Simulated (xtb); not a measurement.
Al(H)(vinyl)(OH) (C2H5AlO), SMILES C=[CH][AlH][OH]. All values are semi-empirical tight-binding results from xtb (GFN2-xTB unless named), good for trends rather than for accurate numbers. Geometry: GFN2-xTB. Other conformers were not sampled.

Optimised geometry:

```xyz
9

Al    -0.5672    -0.6910     0.0000
H     -1.9154    -1.4161     0.0000
C     -0.5000     1.2947     0.0000
C      0.6478     1.9702     0.0000
H     -1.4208     1.8797     0.0000
H      0.7074     3.0521     0.0000
H      1.5995     1.4552     0.0000
O      0.7522    -1.6660     0.0000
H      1.4984    -2.2496     0.0000
```
Charge 0, spin multiplicity 1.

For metal compounds this method's bond lengths and energies can be far off.

Computed properties:
The point group as xtb finds it comes out as Cs, the orbital gap comes out as 3.93 eV and the zero-point energy is 37.4 kcal/mol. The G − E(el) at 298.15 K (modified RRHO) comes out as 19.0 kcal/mol.

Computed atomic charges and the Wiberg bond orders between heavy atoms:
charges (e) Al1 0.35, H2 -0.13, C3 -0.13, C4 -0.06, H5 0.04, H6 0.03, H7 0.05, O8 -0.45, H9 0.31. Bond orders Al1–C3 0.98, C3–C4 1.92, Al1–O8 1.42.
